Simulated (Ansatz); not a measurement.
This geometry of BCl2H2N + H2S (9 atoms, charge 0, multiplicity 1) is a first-order saddle point.

These are results of RKS PBE0-D4/def2-SVP in Ansatz, not measurements.

```xyz
9
Properties=species:S:1:pos:R:3
B -0.106 0.254 0.243
N -0.085 0.070 1.753
H -0.844 -0.502 2.117
H 0.805 -0.262 2.120
Cl 1.522 0.130 -0.520
Cl -1.482 -0.559 -0.597
S -0.525 2.377 0.382
H -1.870 2.250 0.432
H -0.330 1.553 1.633
```

Which two structures does it join? (They come from a converged band through this point; their orientation in space is the band's.)

Bonds broken: S7–H9. Bonds formed: B1–S7, N2–H9. BCl2H2N + H2S becomes BCl2H4NS.

Initial state:

```xyz
9
Properties=species:S:1:pos:R:3
B 0.067 -0.337 0.252
N 0.099 -0.415 1.641
H -0.727 -0.613 2.190
H 0.963 -0.361 2.164
Cl 1.547 -0.085 -0.666
Cl -1.475 -0.496 -0.600
S -1.014 3.157 0.866
H -1.771 2.346 0.097
H -0.601 2.114 1.617
```

Final state:

```xyz
9
Properties=species:S:1:pos:R:3
B -0.185 0.594 0.180
N -0.019 0.189 1.750
H -0.930 0.175 2.213
H 0.411 -0.736 1.838
Cl 1.532 0.516 -0.465
Cl -1.305 -0.701 -0.488
S -0.842 2.358 0.099
H -2.148 2.038 0.216
H 0.574 0.879 2.218
```

How far does it lie above each of them?

19.9 kcal/mol above the first and 28.3 kcal/mol above the second. This is the barrier of this one path; another mechanism may lie lower. The orbitals stay closed-shell, which can raise the energy where a bond breaks towards radicals; this wasn't checked here.

Time of the run: 6.7 min on 2 threads of Arm Neoverse V2, on a shared host, peak memory 0.23 GiB.
